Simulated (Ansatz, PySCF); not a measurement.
CH₄BBrO, SMILES CB(O)Br. Atoms are numbered in the order given.

```xyz
8

B      0.6185     0.7233     0.1939
Br    -0.5760    -0.7906    -0.1194
C      0.4914     2.0081    -0.6804
H      0.6351     1.7630    -1.7449
H      1.2235     2.7739    -0.3874
H     -0.5229     2.4304    -0.5979
O      1.5344     0.6160     1.1707
H      1.5068    -0.2293     1.6340
```
Charge 0, spin multiplicity 1.

Coordinates come from a PBE0-D3(BJ)/def2-SVP optimisation. One conformer was computed; it need not be the lowest.

Two levels are set side by side: PBE-D3(BJ)/def2-SVP (Ansatz, a quantum-chemistry and plane-wave program) and PBE0-D3(BJ)/def2-SVP (Ansatz). Each level has its own optimised geometry; the coordinates shown are those of the second. Frequencies come from the Hessian of PySCF at each geometry. Differences are taken from unrounded values.

| quantity | PBE0-D3(BJ) | PBE-D3(BJ) | PBE-D3(BJ) minus PBE0-D3(BJ) |
|---|---|---|---|
| mean bond length (Å) | 1.303 | 1.313 | 0.009 |
| bond B1–Br2 (Å) | 1.954 | 1.966 | 0.012 |
| bond B1–C3 (Å) | 1.559 | 1.565 | 0.006 |
| bond B1–O7 (Å) | 1.343 | 1.355 | 0.012 |
| bond C3–H4 (Å) | 1.102 | 1.110 | 0.008 |
| bond C3–H5 (Å) | 1.099 | 1.107 | 0.008 |
| bond C3–H6 (Å) | 1.102 | 1.110 | 0.008 |
| bond O7–H8 (Å) | 0.964 | 0.976 | 0.012 |
| highest harmonic wavenumber (cm⁻¹) | 3886 | 3710 | -175 |
| mean harmonic wavenumber (cm⁻¹) | 1386 | 1340 | -45 |
| zero-point energy (kcal/mol) | 35.65 | 34.49 | -1.17 |

GGA bonds tend to be longer and softer than those of functionals with exact exchange. Differences between two approximate levels are no errors against the true value.
